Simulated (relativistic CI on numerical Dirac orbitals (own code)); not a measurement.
Electric-dipole transitions in Os⁴²⁺

These numbers are calculated, not measured: Dirac-Coulomb-Breit CI, orbitals from a KLI potential per configuration, model QED, unscaled Slater integrals (own radial code, finite nucleus).

Configuration list (outside the closed core [Ar] 3d10): 4s2 4p4, 4s 4p5, 4s2 4p3 4d, 4p6, 4s 4p4 4d, 4s2 4p3 4f, 4s 4p4 4f, 4p5 4d, 4s 4p3 4d2, 4s2 4p2 4d 4f, 4p5 4f, 4p4 4d 4f, 4s 4p3 4f2, 4s2 4p3 5s, 4p5 5s, 4s2 4p3 5p, 4s 4p3 4d 5s, 4s2 4p2 4f 5s, 4s 4p4 5s, 4s2 4p3 5d, 4s 4p4 5p, 4s2 4p3 5f, 4s2 4p3 5g, 4s 4p4 5d, 4p4 4f 5s, 4s 4p4 5f, 4s2 4p3 6s, 4s2 4p2 4d2, 4s2 4p 4d3, 4s 4p2 4d3, 4s2 4p 4d2 4f, 4s 4p2 4d2 4f, 4s2 4p 4d2 5s, 4p4 4d2, 4p3 4d3, 4p3 4d2 4f, 4p3 4d2 5s, 4s2 4p2 4d 5s, 4s 4p2 4d2 5s, 4s2 4p 4d 4f 5s, 4s 4p2 4d 4f 5s, 4s2 4p 4d 5s2, 4p4 4d 5s, 4p3 4d 4f 5s, 4p3 4d 5s2, 4s2 4p2 5s2, 4s 4p2 4d 5s2, 4s2 4p 4f 5s2, 4s 4p2 4f 5s2. Double excitations out of closed p, d and f shells are left out; levels of such configurations are missing from the list, as are those of other unlisted configurations, and high levels can miss mixing partners. These lack a partner that the ground configuration has and come out too high: 4s2 4p3 5p, 4s2 4p3 5d, 4s 4p4 5p, 4s2 4p3 5f, 4s2 4p3 5g.

| λ vac (nm) | Lower | Upper | A (s⁻¹) | gf | Branching (%) |
| --- | --- | --- | --- | --- | --- |
| 4.2261 | 4s2 4p3 4d 3F°_3 [8] | 4s2 4p2 4d2 3F_3 [105] | 2.62e+12 | 4.91e+00 | 87.6 |
| 4.2433 | 4s2 4p3 4d 3F°_3 [8] | 4s2 4p2 4d2 3D_2 [104] | 1.83e+12 | 2.47e+00 | 66.1 |
| 4.2605 | 4s2 4p3 4d 3F°_4 [9] | 4s2 4p2 4d2 3D_3 [125] | 1.77e+12 | 3.37e+00 | 98.2 |
| 4.2613 | 4s2 4p3 4d 3F°_4 [9] | 4s2 4p2 4d2 3G_5 [124] | 9.26e+11 | 2.77e+00 | 99.6 |
| 4.3080 | 4s2 4p3 4d 3F°_4 [9] | 4s2 4p2 4d2 3F_4 [118] | 1.88e+12 | 4.70e+00 | 97.9 |
| 4.3103 | 4s2 4p3 4d 3P°_2 [10] | 4s2 4p2 4d2 3D_3 [119] | 1.66e+12 | 3.23e+00 | 93.8 |
| 4.3133 | 4s2 4p4 3P_2 [1] | 4s2 4p3 4d 3S°_1 [26] | 2.03e+12 | 1.69e+00 | 99.6 |
| 4.3189 | 4s2 4p4 3P_2 [1] | 4s2 4p3 4d 3D°_3 [25] | 1.67e+12 | 3.27e+00 | 99.9 |
| 4.3224 | 4s2 4p4 3P_2 [1] | 4s2 4p3 4d 3P°_2 [24] | 2.18e+12 | 3.05e+00 | 99.7 |
| 4.3261 | 4s2 4p4 1S_0 [2] | 4s2 4p3 4d 3D°_1 [31] | 2.11e+12 | 1.77e+00 | 97.5 |
| 4.3314 | 4s2 4p3 4d 3D°_3 [11] | 4s2 4p2 4d2 3F_3 [140] | 1.17e+12 | 2.30e+00 | 67.1 |
| 4.3549 | 4s2 4p3 4d 3F°_4 [9] | 4s2 4p2 4d2 5F_5 [115] | 9.49e+11 | 2.97e+00 | 97.3 |
| 4.3662 | 4s2 4p3 4d 3F°_4 [29] | 4s2 4p2 4d2 3G_5 [257] | 1.53e+12 | 4.80e+00 | 96.3 |
| 4.3913 | 4s2 4p4 1D_2 [4] | 4s2 4p3 4d 1F°_3 [64] | 1.72e+12 | 3.48e+00 | 100.0 |
| 4.4308 | 4s2 4p3 4d 3D°_3 [11] | 4s2 4p2 4d2 3F_4 [132] | 8.83e+11 | 2.34e+00 | 91.5 |
| 4.5377 | 4s2 4p3 4d 3D°_2 [5] | 4s2 4p2 4d2 3G_3 [89] | 8.35e+11 | 1.80e+00 | 88.9 |
| 4.5488 | 4s2 4p3 4d 3F°_3 [8] | 4s2 4p2 4d2 3H_4 [90] | 7.62e+11 | 2.13e+00 | 98.0 |
| 5.2135 | 4s2 4p3 4d 3D°_2 [5] | 4s 4p4 4d 3G_3 [70] | 7.03e+11 | 2.01e+00 | 58.2 |
| 5.2787 | 4s2 4p3 4d 3F°_3 [19] | 4s2 4p3 4f 3H_4 [160] | 9.24e+11 | 3.48e+00 | 63.6 |
| 5.3658 | 4s2 4p3 4d 3G°_4 [20] | 4s2 4p3 4f 1H_5 [162] | 8.83e+11 | 4.19e+00 | 77.9 |
| 5.4591 | 4s2 4p4 1D_2 [4] | 4s 4p5 3P°_1 [41] | 1.31e+12 | 1.75e+00 | 95.6 |
| 5.4926 | 4s2 4p3 4d 3F°_3 [8] | 4s2 4p3 4f 3G_4 [61] | 8.84e+11 | 3.60e+00 | 96.3 |
| 5.7410 | 4s2 4p4 3P_2 [1] | 4s 4p5 3P°_2 [13] | 4.66e+11 | 1.15e+00 | 95.1 |
| 5.8463 | 4s2 4p3 4d 5D°_4 [23] | 4s2 4p3 4f 3H_5 [155] | 7.08e+11 | 3.99e+00 | 75.7 |
| 5.8811 | 4s2 4p4 3P_1 [3] | 4s2 4p3 4d 1D°_2 [37] | 6.81e+11 | 1.77e+00 | 56.8 |
| 6.0174 | 4s2 4p4 1D_2 [4] | 4s2 4p3 4d 1D°_2 [37] | 5.02e+11 | 1.36e+00 | 41.9 |
| 6.0193 | 4s 4p5 3P°_2 [13] | 4s 4p4 4d 3D_3 [83] | 6.68e+11 | 2.54e+00 | 60.9 |
| 6.1096 | 4s2 4p4 1D_2 [4] | 4s2 4p3 4d 1F°_3 [36] | 6.92e+11 | 2.71e+00 | 94.4 |
| 6.1143 | 4s2 4p3 4d 3D°_3 [11] | 4s2 4p3 4f 3F_4 [73] | 4.78e+11 | 2.41e+00 | 65.2 |
| 6.2180 | 4s2 4p4 3P_2 [1] | 4s2 4p3 4d 3D°_3 [11] | 5.12e+11 | 2.08e+00 | 100.0 |

Terms are leading LS components. Brackets give the number of a level in order of energy, since labels repeat. The list gives strong lines, with weight on those to low levels, without lines whose two gauges differ by over a factor of 2.5, among the lowest 400 of 10723 levels, so that lines to higher ones, which can be the strongest, are missing. Levels whose partners in the same complex of configurations lie outside the list can be far off, and so can their lines. Rates are taken at the computed energies, electric ones in the length gauge.

At this charge energies of transitions that change n are usually good to better than 1 %, and those within a shell (Δn = 0) to a few per cent.

(1) From the table, what is the radiative lifetime of 4s2 4p3 4d 1D°_2?

## Answers

(1) The listed rates from this level add up to about 1.18e+12 s⁻¹, 99 % of its decay; with all channels τ = 8.34e-13 s.

LS names give the leading component of a level, which can be under half, so a name can repeat, a term be missing and a line seem to break the LS rules.
